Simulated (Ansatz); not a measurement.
Wavefunction ladder for `[BH]1N[SiH2][Zn]1`

Z-matrix (Å, degrees):
```
N
Si 1 1.818
Zn 1 2.498 2 66.4
B 1 1.394 2 124.2 3 -0.0
H 1 1.017 2 117.6 3 -180.0
H 2 1.497 1 106.7 3 124.4
H 2 1.497 1 106.7 3 -124.4
H 4 1.194 1 125.2 2 -180.0
```

Total charge 0; spin multiplicity 1. For Zn the d shell is correlated and the shells below it are frozen. Scalar relativity is left out up to krypton. The geometry is a stationary point of PBE0-D4/def2-TZVP. Frozen core, restricted reference, Ansatz 0.2.0.

| basis | HF (Eh) | MP2 corr. | CCSD corr. | (T) | CCSD(T) total |
| --- | --- | --- | --- | --- | --- |
| def2-SVP | ? | -0.65152 | -0.66763 | -0.02347 | ? |
| def2-TZVPP | ? | ? | ? | -0.03720 | ? |
| def2-QZVPP | -2148.26659 | -1.00250 | – | – | – |

Problem. Fill in the withheld values. (An estimate is asked.)

Solution. Computed: def2-SVP HF (Eh): -2147.77347; def2-SVP CCSD(T) total: -2148.46457; def2-TZVPP HF (Eh): -2148.21305; def2-TZVPP MP2 corr.: -0.93650; def2-TZVPP CCSD corr.: -0.92091; def2-TZVPP CCSD(T) total: -2149.17116.
